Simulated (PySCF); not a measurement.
TDDFT excited states: C5H7NS

Compound: C₅H₇NS.
Atom-mapped SMILES: `[CH3:1][c:2]1[s:3][cH:4][cH:5][c:6]1[NH2:7]` (hydrogens: H8, H9, H10 on C1; H11 on C4; H12 on C5; H13, H14 on N7)

Method: TDDFT CAM-B3LYP/def2-SVPD, vertical, gas phase, core orbitals frozen in the response (PySCF). Isolated species at its GFN2-xTB geometry, gas phase. Torsions of this conformer, `[CH3:1][c:2]1[s:3][cH:4][cH:5][c:6]1[NH2:7]`: H–N7–C6–C5 -28°, H–N7–C6–C5 -159°.

**Question.** Predict the UV-vis stick spectrum at this level.

**Answer.** 

| state | E (eV) | λ (nm) | f | main configurations (H = HOMO, L = LUMO) |
| --- | --- | --- | --- | --- |
| S1 | 4.98 | 249.1 | 0.017 | H→L+1 (56%), H→L (34%) |
| S2 | 5.03 | 246.4 | 0.085 | H→L (61%), H→L+1 (33%) |
| S3 | 5.55 | 223.5 | 0.016 | H→L+2 (68%), H→L+4 (14%) |
| S4 | 5.92 | 209.4 | 0.065 | H-1→L (78%), H→L+8 (9%) |
| S5 | 5.98 | 207.2 | 0.0078 | H-1→L+1 (56%), H-1→L+2 (18%), H-1→L+4 (11%) |
| S6 | 6.13 | 202.1 | 0.015 | H→L+3 (67%), H→L+5 (14%) |
| S7 | 6.24 | 198.7 | 0.0025 | H→L+4 (66%), H→L+2 (13%), H→L+5 (12%) |
| S8 | 6.50 | 190.8 | 0.015 | H→L+5 (46%), H-1→L+2 (14%), H→L+3 (13%) |

Triplets (Tamm–Dancoff): T1 3.47 eV, H→L (77%), H-1→L (9%); T2 4.33 eV, H-1→L (80%), H→L (9%); T3 4.80 eV, H→L+1 (74%).

The lowest singlet lies at 4.98 eV (249 nm, ultraviolet) and is weak; its leading configuration is HOMO→LUMO+1 (56%). The most intense listed level is S2 at 5.03 eV (246 nm, f = 0.085), 0.06 eV above S1. Löwdin shares by element: HOMO carbon 40% or more, nitrogen 22%, sulfur 13% (atoms not listed hold the other 25%); LUMO carbon 53% or more, sulfur 22% (atoms not listed hold the other 24%). Weighted by f, the mean energy of these states is 5.54 eV. The oscillator strengths of these states sum to 0.223; summed over the whole spectrum of an exact calculation they would give the number of electrons, 60 (Thomas–Reiche–Kuhn). Orbital energies (eV): HOMO-3 -10.96, HOMO-2 -10.42, HOMO-1 -7.97, HOMO -6.89, LUMO 1.00, LUMO+1 1.07, LUMO+2 1.50. The window holds the lowest 8 singlets.

The run took 38 s on an Arm Neoverse V2 with one thread (shared host), and the process peaked at 0.92 GiB of memory.
